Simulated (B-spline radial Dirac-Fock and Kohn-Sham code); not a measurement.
## Si⁴⁺ 2p3/2: cross section and angular parameters

System: Si⁴⁺, configuration [He] 2s2 2p6; threshold 163.3 eV (orbital energy of the model). These are calculated numbers from a radial atomic solver; the model is Dirac-Hartree-Slater photoionisation with a Latter tail; cross sections with all multipoles, angular parameters from the dipole term and its interference with E2.

The run's input, task.json:

```json
{"items": [{
  "Z": 14,
  "q": 4,
  "cfg": [[1, 0, 2], [2, 0, 2], [2, 1, 6]],
  "A": 28,
  "rrms": 3.1224,
  "do": "xps",
  "hv": [54.4, 80, 81.1, 150, 159.0, 171.0, 197.0, 210.0, 241.0, 334.0, 356.0, 396.0, 653.0, 927.0, 1300.0, 2000, 2030.0, 2984.4, 3440.0, 3960.0, 4000, 5450.0, 5700.0, 6000, 6030.0, 7490.0, 9251.7, 9270.0, 10500.0, 15000]
}]}
```

Run with: `python xray2_run.py task.json out`

For linearly polarised light dσ/dΩ = σ/(4π) [1 + β P₂(cos θ) + (δ + γ cos²θ) sin θ cos φ], with θ from the polarisation vector and φ the angle between the beam and the projection of the electron momentum on the plane normal to the polarisation.

| hν (eV) | σ (kb) | β | γ | δ |
| --- | --- | --- | --- | --- |
| 197 | 1920 | 1.309 | 0.013 | 0.012 |
| 210 | 1700 | 1.360 | 0.028 | 0.013 |
| 241 | 1280 | 1.430 | 0.059 | 0.013 |
| 334 | 587 | 1.486 | 0.138 | 0.015 |
| 356 | 498 | 1.486 | 0.155 | 0.016 |
| 396 | 377 | 1.481 | 0.186 | 0.017 |
| 653 | 94.1 | 1.376 | 0.334 | 0.026 |
| 927 | 32.9 | 1.246 | 0.440 | 0.037 |
| 1300 | 11.4 | 1.096 | 0.534 | 0.054 |
| 2000 | 2.81 | 0.889 | 0.652 | 0.084 |
| 2030 | 2.67 | 0.882 | 0.656 | 0.085 |
| 2984.4 | ? | ? | ? | ? |
| 3440 | 0.434 | 0.635 | 0.778 | 0.141 |
| 3960 | 0.263 | 0.575 | 0.808 | 0.159 |
| 4000 | 0.254 | 0.570 | 0.810 | 0.161 |
| 5450 | 0.0827 | 0.450 | 0.877 | 0.208 |
| 5700 | 0.0701 | 0.433 | 0.887 | 0.215 |
| 6000 | 0.0580 | 0.415 | 0.898 | 0.224 |
| 6030 | 0.0570 | 0.414 | 0.899 | 0.225 |
| 7490 | 0.0254 | 0.343 | 0.949 | 0.265 |
| 9251.7 | 0.0114 | 0.281 | 1.003 | 0.308 |
| 9270 | 0.0114 | 0.280 | 1.004 | 0.308 |
| 10500 | 0.00705 | 0.245 | 1.036 | 0.336 |
| 15000 | 0.00177 | 0.148 | 1.129 | 0.425 |

Question: Give the values at Ag Lα (2984.4 eV).

Answer: σ = 0.714 kb, β = 0.699, γ = 0.747, δ = 0.124.
